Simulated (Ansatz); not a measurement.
C$_{2}$H$_{8}$AlNOSe, singlet, geometry from GFN2-xTB (such geometries of metal compounds can be far from the true shape), with bond 7-3 at 2.4 times its length; CASSCF(4,3)/STO-3G in Ansatz (an electronic-structure program).

Ansatz was given this input:
Ansatz 0.2 input:
```yaml
crystal:
  periodic: [false, false, false]
  atoms:
    - {symbol: Al, position_ang: [-0.42455938, 0.59031094, 0.09130053]}
    - {symbol: N, position_ang: [-1.61478153, -0.72400110, -0.19456147]}
    - {symbol: C, position_ang: [-3.05137336, -0.54222198, -0.21694652]}
    - {symbol: C, position_ang: [-1.22027027, -2.09771867, -0.42997892]}
    - {symbol: H, position_ang: [-3.47186553, -0.82935219, -1.18834900]}
    - {symbol: H, position_ang: [-3.53933979, -1.14773789, 0.55643529]}
    - {symbol: H, position_ang: [-3.59545264, 1.97688596, 0.22169601]}
    - {symbol: H, position_ang: [-1.63214765, -2.76594129, 0.33570685]}
    - {symbol: H, position_ang: [-1.56461329, -2.44727201, -1.41063151]}
    - {symbol: H, position_ang: [-0.12949506, -2.17115128, -0.40119636]}
    - {symbol: O, position_ang: [-0.82286683, 2.15740306, 0.36185789]}
    - {symbol: H, position_ang: [-1.14845814, 3.03363087, 0.50915940]}
    - {symbol: Se, position_ang: [1.81111854, 0.01263299, 0.07234479]}
    - {symbol: H, position_ang: [2.22150119, 1.36528062, 0.33504427]}
basis:
  gaussian:
    orbitals: STO-3G
hamiltonian:
  xc: hf
magnetization: {spin_polarized: false}
correlation: {active_space: {window: {electrons: 4, orbitals: 3}}}
```

Q: Write the output that Ansatz gives for this input, abridged.

A: 
```
Functional definition: HF
671 factors; integrals over basis functions are off by at most 7.5e-5 eV
mean field evaluation 1: about -76712.2806 eV, gradient 3.5e1 eV
mean field evaluation 2: about -76712.4723 eV, gradient 3.5e1 eV
mean field evaluation 4: about -76718.7274 eV, gradient 7.0e0 eV
mean field evaluation 8: about -76718.9727 eV, gradient 1.9e-4 eV
mean field -76718.97270003 eV, -2819.3702447386 hartree, gradient 1.1e-6 eV, S^2 0.000000; 0 other end points of the search recorded, 0 dependent functions left out
reference -76718.97270003 eV, -2819.3702447386 hartree; 41, 41 occupied and 14, 14 virtual orbitals, 671 factors
state -76723.85876474 eV, -2819.5498043049 hartree
Total energy: -76723.85876474 eV, -2819.5498043049 hartree
```
